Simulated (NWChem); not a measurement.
System meant: CH6SSi; SMILES S[SiH2]C

Here is an NWChem input.

```
start job
memory heap 200 mb stack 900 mb global 1100 mb
geometry units angstroms noautosym nocenter noautoz
  Si     0.558476     0.475430     0.009788
  C     -0.750878     1.815332    -0.064021
  S     -0.276031    -1.507230    -0.132199
  H      1.477330     0.556652    -1.162884
  H      1.357842     0.613104     1.266057
  H     -1.429277     1.752330     0.800852
  H     -0.281467     2.812140    -0.055967
  H     -1.352223     1.718616    -0.980364
  H     -0.967733    -1.426874     1.026287
end
basis spherical
  Si library def2-svp
  C library def2-svp
  S library def2-svp
  H library def2-svp
end
dft
  xc m06-2x
  iterations 150
end
property
  shielding
end
task dft property
```

End of the output:

```
 Vector   24  Occ=0.000000D+00  E= 8.292184D-02
              MO Center= -9.0D-03,  2.7D-01,  2.3D-01, r^2= 5.5D+00
   Bfn.  Coefficient  Atom+Function         Bfn.  Coefficient  Atom+Function
  ----- ------------  ---------------      ----- ------------  ---------------
    21      1.765451  2 C  s                 11      1.017125  1 Si px
    52     -0.741257  4 H  s                 13     -0.661796  1 Si pz
    77      0.647934  9 H  s                 67     -0.587038  7 H  s
     4     -0.486661  1 Si s                 72     -0.452692  8 H  s
    12     -0.410891  1 Si py                62     -0.332361  6 H  s

 center of mass
 --------------
 x =  -0.08277084 y =  -0.17035277 z =  -0.09255566

 moments of inertia (a.u.)
 ------------------
         502.567923226361          -5.215206323363          -3.312869432853
          -5.215206323363         117.283367979543         -10.618547873425
          -3.312869432853         -10.618547873425         576.416232352203

     Multipole analysis of the density
     ---------------------------------

     L   x y z        total         alpha         beta         nuclear
     -   - - -        -----         -----         ----         -------
     0   0 0 0     -0.000000    -21.000000    -21.000000     42.000000

     1   1 0 0     -0.237287      2.053245      2.053245     -4.343777
     1   0 1 0      0.600699      0.812182      0.812182     -1.023665
     1   0 0 1      0.320327      1.547503      1.547503     -2.774679

     2   2 0 0    -26.407739    -45.132473    -45.132473     63.857208
     2   1 1 0      0.447542      0.918354      0.918354     -1.389166
     2   1 0 1     -1.271868     -0.910141     -0.910141      0.548414
     2   0 2 0    -27.067035   -149.125204   -149.125204    271.183373
     2   0 1 1     -1.087084     -1.938976     -1.938976      2.790869
     2   0 0 2    -25.791421    -23.465405    -23.465405     21.139390

          -----------------------------------------
          Chemical Shielding Tensors (GIAO, in ppm)
          -----------------------------------------

 ------------------------------------------------------------------------
  xm06: d2 not coded                    0
 ------------------------------------------------------------------------
 ------------------------------------------------------------------------
  current input line :
    27: task dft property
 ------------------------------------------------------------------------
 ------------------------------------------------------------------------
 This error has not yet been assigned to a category
 ------------------------------------------------------------------------
 For more information see the NWChem manual at https://nwchemgit.github.io

0: xm06: d2 not coded:Received an Error in Communication
```

Can this run be used? If not, why, and what is the fix?

The run crashed. Cause: this functional's second derivatives, which shieldings need, aren't coded here; the fix takes a hybrid GGA instead. This input runs:
```
start job
memory heap 200 mb stack 900 mb global 1100 mb
geometry units angstroms noautosym nocenter noautoz
  Si     0.558476     0.475430     0.009788
  C     -0.750878     1.815332    -0.064021
  S     -0.276031    -1.507230    -0.132199
  H      1.477330     0.556652    -1.162884
  H      1.357842     0.613104     1.266057
  H     -1.429277     1.752330     0.800852
  H     -0.281467     2.812140    -0.055967
  H     -1.352223     1.718616    -0.980364
  H     -0.967733    -1.426874     1.026287
end
basis spherical
  * library def2-svp
end
dft
  xc pbe0
  iterations 150
end
property
  shielding
end
task dft property
```
It converges to -728.87162 Ha (PBE0/def2-SVP, GIAO).
